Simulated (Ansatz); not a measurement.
The same path of a periodic cell of 63 atoms, Si (host Si, host structure diamond, one Si atom removed) was run twice with different band settings. Lost on the way: Si37–Si38, Si38–Si39, Si38–Si56. Made: Si38–Si45, Si38–Si55, Si38–Si63.

Theory: Ansatz 0.2.0, DFT LDA, scalar-relativistic, plane waves, PAW. Settings: PAW set soft_1, cutoff 420 eV, k mesh 1x1x1, gaussian smearing 0.05 eV, no spin polarisation.

Relaxed end points:

```xyz
63
Lattice="10.8600 0.0000 0.0000 0.0000 10.8600 0.0000 0.0000 0.0000 10.8600" Properties=species:S:1:pos:R:3
Si 5.412 -0.013 -0.019
Si 6.783 1.361 1.350
Si 8.145 2.711 -0.002
Si 9.498 4.077 1.357
Si 8.139 -0.005 2.717
Si 9.507 1.362 4.073
Si 0.011 0.019 -0.013
Si 1.365 1.353 1.357
Si 2.703 2.698 -0.019
Si 4.075 4.071 1.349
Si 5.426 5.430 -0.005
Si 6.792 6.783 1.355
Si 8.147 8.145 -0.003
Si 9.504 9.502 1.349
Si 2.714 -0.001 2.715
Si 4.071 1.355 4.064
Si 5.427 2.714 2.707
Si 6.788 4.072 4.070
Si 8.143 5.428 2.714
Si 9.501 6.787 4.064
Si 5.413 0.015 5.444
Si 6.794 1.351 6.787
Si 8.149 2.711 5.432
Si 9.507 4.071 6.781
Si 8.144 -0.001 8.145
Si 9.501 1.356 9.493
Si -0.001 5.433 -0.004
Si 1.353 6.789 1.351
Si 2.731 8.154 -0.010
Si 4.067 9.510 1.357
Si -0.001 2.710 2.709
Si 1.346 4.062 4.077
Si 2.710 5.427 2.718
Si 4.076 6.795 4.074
Si 5.426 8.144 2.708
Si 6.778 9.489 4.077
Si 0.014 -0.015 5.444
Si 1.371 1.346 6.792
Si 2.732 2.699 5.442
Si 4.066 4.079 6.787
Si 5.426 5.434 5.430
Si 6.781 6.793 6.782
Si 8.145 8.144 5.433
Si 9.497 9.509 6.789
Si 4.064 1.349 9.483
Si 5.412 2.698 8.120
Si 6.777 4.061 9.507
Si 8.139 5.426 8.148
Si 9.505 6.791 9.502
Si -0.001 8.147 2.705
Si 1.359 9.502 4.068
Si -0.001 5.431 5.430
Si 1.363 6.784 6.787
Si 2.703 8.164 5.450
Si 4.051 9.532 6.805
Si 0.017 2.698 8.153
Si 1.360 4.074 9.496
Si 2.713 5.430 8.143
Si 4.068 6.786 9.493
Si 5.407 8.165 8.153
Si 6.788 9.503 9.497
Si 0.008 8.154 8.123
Si 1.349 9.491 9.508
```

```xyz
63
Lattice="10.8600 0.0000 0.0000 0.0000 10.8600 0.0000 0.0000 0.0000 10.8600" Properties=species:S:1:pos:R:3
Si 5.424 -0.005 -0.006
Si 6.787 1.357 1.357
Si 8.151 2.720 -0.006
Si 9.504 4.071 1.356
Si 8.151 -0.005 2.721
Si 9.517 1.373 4.087
Si 0.003 0.003 0.004
Si 1.357 1.357 1.357
Si 2.712 2.712 0.004
Si 4.071 4.071 1.359
Si 5.432 5.432 0.002
Si 6.787 6.787 1.357
Si 8.143 8.143 0.002
Si 9.504 9.504 1.359
Si 2.712 0.003 2.711
Si 4.058 1.342 4.087
Si 5.424 2.720 2.721
Si 6.786 4.071 4.074
Si 8.143 5.432 2.713
Si 9.504 6.789 4.074
Si 5.434 0.003 5.433
Si 6.787 1.357 6.787
Si 8.141 2.712 5.433
Si 9.517 4.058 6.772
Si 8.141 0.003 8.142
Si 9.517 1.342 9.488
Si -0.005 5.424 -0.006
Si 1.357 6.787 1.357
Si 2.720 8.151 -0.006
Si 4.071 9.504 1.356
Si 0.003 2.712 2.711
Si 1.342 4.058 4.087
Si 2.720 5.424 2.721
Si 4.071 6.786 4.074
Si 5.432 8.143 2.713
Si 6.789 9.504 4.074
Si 0.008 0.008 5.438
Si 2.707 0.008 8.137
Si 2.707 2.707 5.438
Si 4.058 4.058 6.803
Si 5.424 5.424 5.425
Si 6.787 6.787 6.787
Si 8.151 8.151 5.425
Si 9.517 9.517 6.803
Si 4.058 1.373 9.488
Si 5.434 2.712 8.142
Si 6.789 4.071 9.501
Si 8.151 5.424 8.150
Si 9.504 6.786 9.501
Si -0.005 8.151 2.721
Si 1.373 9.517 4.087
Si 0.003 5.434 5.433
Si 1.357 6.787 6.787
Si 2.712 8.141 5.433
Si 4.058 9.517 6.772
Si 0.008 2.707 8.137
Si 1.373 4.058 9.488
Si 2.712 5.434 8.142
Si 4.071 6.789 9.501
Si 5.424 8.151 8.150
Si 6.786 9.504 9.501
Si 0.003 8.141 8.142
Si 1.342 9.517 9.488
```

Common settings: movable images 3; climbing image yes; spring 5.0 eV/Å²; end points relaxed.

| run | optimiser | start path | force threshold | iteration limit |
| --- | --- | --- | --- | --- |
| 1 | lbfgs | IDPP | 0.03 eV/Å | 80 |
| 2 | quadratic models (default) | default | 0.05 eV/Å | 6 |

Q: What does each run give, and how far can it be trusted?

A: Run 1: converged after 29 iterations, highest image 0.340 eV above the first end. By the program's own check the climbing image is a first-order saddle point (lowest curvatures found: -0.66 and 0.29 eV/Å²).
Run 2: not converged after 6 iterations, highest image 0.338 eV above the first end. The band didn't meet its force threshold, so its energies are provisional: the largest band force was still 0.10 eV/Å, and over the last iterations the top moved between 0.34 and 0.35 eV.
Limits of this set-up: coarse k mesh, PAW files made for another functional, no spin, though dangling bonds at a vacancy may carry it.
